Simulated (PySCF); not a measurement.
A structure optimised at PBE-D3(BJ)/def2-TZVP, used in a PySCF frequency run:

```
As
As 1 2.1181
```

### Question
Write its SMILES, formula and point group.

### Answer
[As]#[As], As₂, D∞h

### Question
What are its rotational constants (standard atomic weights)?

### Answer
3.0071 GHz (linear rotor, B only)
